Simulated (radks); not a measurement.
Initial-state core-level shifts of the titanium ion Ti2+ when its valence configuration changes from [Ar] 3d2. All-electron calculation, scalar-relativistic Kohn-Sham, PBE, spin-polarised, spherical densities, point nucleus; open shells are filled with parallel spins first. Program: a radial shooting solver on a logarithmic mesh with Libxc functionals. Shifts are changes of the shell-averaged eigenvalues in eV (positive: less bound).

valence           1s       2s       3s       3p
3d1 4p1       -7.751   -8.794   -7.446   -7.146
4p2          -16.446  -18.782  -15.363  -14.723
4s2          -14.461  -16.756  -13.408  -12.808
3d1.5 4s0.5   -3.173   -3.670   -3.075   -2.939
3d1.5 4p0.5   -3.744   -4.233   -3.643   -3.499
3d1 4s1       -6.627   -7.675   -6.334   -6.050
4s1 4p1      -15.371  -17.694  -14.316  -13.697
